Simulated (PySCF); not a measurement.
PySCF job for HgBr, SMILES [Br][Hg+], charge +1, TDDFT-LC-ωPBE/def2-TZVPD. Geometry optimised at PBE0-D3(BJ)/def2-TZVP. The spin state was assumed, not searched. The def2 effective core potentials stand for the cores of Hg; spin–orbit coupling is left out.

```python
import numpy as np
from pyscf import gto, scf, dft, tdscf

mol = gto.M(
    atom='''
    Hg    0.00000000    0.00000000   -0.72317805
    Br    0.00000000    0.00000000    1.65297841
    ''',
    basis='def2-TZVPD',
    ecp={'Hg': 'def2-tzvp'},
    charge=1,
    spin=0,
    symmetry=True,
    symmetry_subgroup='C2v',
    max_memory=1600,
    verbose=4,
)
mf = dft.RKS(mol, xc='lc_wpbe').density_fit(auxbasis='def2-universal-jkfit')
mf.grids.level = 3
mf.conv_tol = 1e-9
mf.max_cycle = 100
mf.kernel()
mf.grids = dft.Grids(mol).set(level=1).build(with_non0tab=True)  # coarser grid for the response kernel
td = tdscf.TDDFT(mf)
td.singlet = True
td.nstates = 10
td.conv_tol = 1e-4
td.kernel(x0=td.get_init_guess(mf, 15))
td.analyze()
tt = tdscf.TDA(mf)
tt.singlet = False
tt.nstates = 4
tt.conv_tol = 1e-4
tt.kernel(x0=tt.get_init_guess(mf, 9))
tt.analyze(verbose=3)
```

It prints:

```
PySCF version 2.14.0

[INPUT] verbose = 4
[INPUT] num. atoms = 2
[INPUT] num. electrons = 54
[INPUT] charge = 1
[INPUT] spin (= nelec alpha-beta = 2S) = 0
[INPUT] symmetry True subgroup C2v
[INPUT] Mole.unit = angstrom
[INPUT] Symbol           X                Y                Z      unit          X                Y                Z       unit  Magmom
[INPUT]  1 Hg     0.000000000000   0.000000000000  -0.723178050000 AA    0.000000000000   0.000000000000  -1.366608453797 Bohr   0.0
[INPUT]  2 Br     0.000000000000   0.000000000000   1.652978410000 AA    0.000000000000   0.000000000000   3.123676484719 Bohr   0.0

nuclear repulsion = 155.892111432763
point group symmetry = Coov, use subgroup C2v
symmetry origin: [0.00000000e+00 0.00000000e+00 5.75134038e-09]
symmetry axis x: [1. 0. 0.]
symmetry axis y: [0. 1. 0.]
symmetry axis z: [0. 0. 1.]
num. orbitals of irrep A1 = 45
num. orbitals of irrep A2 = 10
num. orbitals of irrep B1 = 24
num. orbitals of irrep B2 = 24
number of shells = 35
number of NR pGTOs = 184
number of NR cGTOs = 103
basis = def2-TZVPD
ecp = {'Hg': 'def2-tzvp'}


******** <class 'pyscf.df.df_jk.DFSymAdaptedRKS'> ********
method = DFSymAdaptedRKS
initial guess = minao
damping factor = 0
level_shift factor = 0
DIIS = <class 'pyscf.scf.diis.CDIIS'>
diis_start_cycle = 1
diis_space = 8
diis_damp = 0
SCF conv_tol = 1e-09
SCF conv_tol_grad = None
SCF max_cycles = 100
direct_scf = False
XC library pyscf.dft.libxc version 7.1.2
    S. Lehtola, C. Steigemann, M. J. T. Oliveira, and M. A. L. Marques,  SoftwareX 7, 1–5 (2018)
XC functionals = lc_wpbe
    O. A. Vydrov and G. E. Scuseria,  J. Chem. Phys. 125, 234109 (2006)
radial grids:
    Treutler-Ahlrichs [JCP 102, 346 (1995); DOI:10.1063/1.469408] (M4) radial grids

becke partition: Becke, JCP 88, 2547 (1988); DOI:10.1063/1.454033
pruning grids: <function nwchem_prune>
grids dens level: 3
symmetrized grids: True
atomic radii adjust function: <function treutler_atomic_radii_adjust>
small_rho_cutoff = 0
Freeze 0 electrons in irreps []
    54 free electrons in irreps A1 A2 B1 B2
Set gradient conv threshold to 3.16228e-05
Initial guess from minao.
tot grids = 44168
Create RSH-DF object <pyscf.df.df.DF object> for omega=0.4
******** <class 'pyscf.df.df.DF'> ********
auxbasis = auxmol.basis = def2-universal-jkfit
init E= -2706.9036315689
HOMO (B2) = -0.678863432410964  LUMO (A1) = -0.640047270276753  gap/eV = 1.05624
cycle= 1 E= -2726.42464538922  delta_E= -19.5  |g|= 1.86  |ddm|= 11.3
HOMO (A1) = -0.430344714126223  LUMO (A1) = -0.274343174359785  gap/eV = 4.24502
cycle= 2 E= -2726.37614818085  delta_E= 0.0485  |g|= 1.95  |ddm|= 3.63
HOMO (B2) = -0.627021550659187  LUMO (A1) = -0.348950422694003  gap/eV = 7.56670
cycle= 3 E= -2726.97948120687  delta_E= -0.603  |g|= 0.0838  |ddm|= 1.52
HOMO (B1) = -0.634137150125838  LUMO (A1) = -0.33128271721543  gap/eV = 8.24109
cycle= 4 E= -2726.98234994333  delta_E= -0.00287  |g|= 0.0586  |ddm|= 0.215
HOMO (B2) = -0.625773453791048  LUMO (A1) = -0.328638651944061  gap/eV = 8.08545
cycle= 5 E= -2726.9830091789  delta_E= -0.000659  |g|= 0.0135  |ddm|= 0.0502
HOMO (B2) = -0.622631153804903  LUMO (A1) = -0.328609571171242  gap/eV = 8.00073
cycle= 6 E= -2726.98329854475  delta_E= -0.000289  |g|= 0.00389  |ddm|= 0.0679
HOMO (B2) = -0.622026986613406  LUMO (A1) = -0.328665982679368  gap/eV = 7.98276
cycle= 7 E= -2726.98332547694  delta_E= -2.69e-05  |g|= 0.00119  |ddm|= 0.0227
HOMO (B2) = -0.621825168381122  LUMO (A1) = -0.328646016149563  gap/eV = 7.97781
cycle= 8 E= -2726.9833264887  delta_E= -1.01e-06  |g|= 0.000443  |ddm|= 0.00313
HOMO (B1) = -0.621770702067778  LUMO (A1) = -0.328664784167273  gap/eV = 7.97582
cycle= 9 E= -2726.98332661654  delta_E= -1.28e-07  |g|= 0.000104  |ddm|= 0.00156
HOMO (B2) = -0.621801232795583  LUMO (A1) = -0.328668594700332  gap/eV = 7.97655
cycle= 10 E= -2726.98332662042  delta_E= -3.88e-09  |g|= 2.25e-05  |ddm|= 0.000219
HOMO (B2) = -0.621796262308031  LUMO (A1) = -0.328669014274155  gap/eV = 7.97640
cycle= 11 E= -2726.98332662076  delta_E= -3.39e-10  |g|= 4.83e-06  |ddm|= 7.62e-05
HOMO (B2) = -0.621796574442897  LUMO (A1) = -0.328668603407493  gap/eV = 7.97642
Extra cycle  E= -2726.98332662078  delta_E= -1.91e-11  |g|= 2.23e-06  |ddm|= 1.04e-05
converged SCF energy = -2726.98332662078
tot grids = 16176


******** <class 'pyscf.tdscf.rks.TDDFT'> for <class 'pyscf.df.df_jk.DFSymAdaptedRKS'> ********
nstates = 10 singlet
deg_eia_thresh = 1.000e-03
wfnsym = None
conv_tol = 0.0001
eigh lindep = 1e-12
eigh level_shift = 0
eigh max_cycle = 100


Excitation energies (eV)
[2.30096578 2.30096578 4.85014869 7.05355572 7.05356413 7.59187885
 7.59786854 7.59797755 7.62484114 7.62484114]

** Singlet excitation energies and oscillator strengths **
Excited State   1:   B2      2.30097 eV    538.84 nm  f=0.0031
      27 -> 28       -0.69993
Excited State   2:   B1      2.30097 eV    538.84 nm  f=0.0031
      26 -> 28        0.69993
Excited State   3:   A1      4.85015 eV    255.63 nm  f=0.2060
      20 -> 28       -0.19215
      25 -> 28        0.66175
      26 -> 29       -0.10613
      27 -> 30       -0.10613
Excited State   4:   A1      7.05356 eV    175.78 nm  f=0.0000
      24 -> 28        0.70318
Excited State   5:   A2      7.05356 eV    175.78 nm  f=0.0000
      23 -> 28       -0.70318
Excited State   6:   A2      7.59188 eV    163.31 nm  f=0.0000
      26 -> 30       -0.48659
      27 -> 29        0.48659
Excited State   7:   A2      7.59787 eV    163.18 nm  f=0.0000
      26 -> 30        0.48680
      27 -> 29        0.48680
Excited State   8:   A1      7.59798 eV    163.18 nm  f=0.0000
      26 -> 29       -0.48680
      27 -> 30        0.48680
Excited State   9:   B2      7.62484 eV    162.61 nm  f=0.0023
      22 -> 28       -0.69676
Excited State  10:   B1      7.62484 eV    162.61 nm  f=0.0023
      21 -> 28        0.69676

** Transition electric dipole moments (AU) **
state          X           Y           Z        Dip. S.      Osc.
  1        -0.0000     -0.2330      0.0000      0.0543      0.0031
  2         0.2330      0.0000      0.0000      0.0543      0.0031
  3        -0.0000      0.0000     -1.3167      1.7337      0.2060
  4         0.0000     -0.0000     -0.0000      0.0000      0.0000
  5         0.0000     -0.0000      0.0000      0.0000      0.0000
  6        -0.0000      0.0000     -0.0000      0.0000      0.0000
  7         0.0000     -0.0000      0.0000      0.0000      0.0000
  8         0.0000     -0.0000     -0.0000      0.0000      0.0000
  9        -0.0000      0.1113     -0.0000      0.0124      0.0023
 10        -0.1113      0.0000     -0.0000      0.0124      0.0023

WARN: ECP detected. Skipping calculation of transition velocity and magnetic dipole moments, which have not yet been implemented.



******** <class 'pyscf.tdscf.rks.TDA'> for <class 'pyscf.df.df_jk.DFSymAdaptedRKS'> ********
nstates = 4 triplet
deg_eia_thresh = 1.000e-03
wfnsym = None
conv_tol = 0.0001
eigh lindep = 1e-12
eigh level_shift = 0
eigh max_cycle = 100


Excitation energies (eV)
[1.75514381 1.75514381 3.02995318 6.66361349]

** Triplet excitation energies and oscillator strengths **
Excited State   1:   B1      1.75514 eV    706.40 nm  f=0.0000
Excited State   2:   B2      1.75514 eV    706.40 nm  f=0.0000
Excited State   3:   A1      3.02995 eV    409.20 nm  f=0.0000
Excited State   4:   A1      6.66361 eV    186.06 nm  f=0.0000
```

Self-consistency was reached.
